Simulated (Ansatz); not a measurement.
Gas-phase electronic energies from Ansatz, PBE0-D4/def2-TZVP geometries. CBS: MP2 limit from def2 TZ/QZ plus the TZ coupled-cluster correction, frozen cores. Each species was taken in one conformer, which may not be the lowest.

Reaction (ligand exchange at the Si–C bond): `FC([SiH3])[SiH2]Cl` + `N[Si](Cl)(Cl)Cl` → `Cl[SiH2]N[Si](Cl)(Cl)Cl` + `FC[SiH3]`

| species | HF/CBS(def2) energy (Eh) |
| --- | --- |
| `FC([SiH3])[SiH2]Cl` | -1178.33568 |
| `N[Si](Cl)(Cl)Cl` | -1723.38406 |
| `Cl[SiH2]N[Si](Cl)(Cl)Cl` | -2472.53292 |
| `FC[SiH3]` | -429.21961 |

Task: Work out ΔE.

Result: ΔE = (-2472.53292) + (-429.21961) − (-1178.33568) − (-1723.38406) = -0.03279 Eh = -0.89 eV. CCSD(T)/CBS gives -0.81 eV.

Largest T1 diagnostic among the species: 0.011.

The D4 term adds −0.06 eV with B3LYP and −0.04 eV with PBE0; it sums over pairs of atoms, weighted by their polarisabilities, and B3LYP, whose exchange is more repulsive, gets the larger term. From PBE to PBE0 (25 % exact exchange), in def2-TZVPP and without D4, ΔE moves by −0.05 eV.

B3LYP here is the variant with VWN-RPA as its local correlation; programs differ in this.
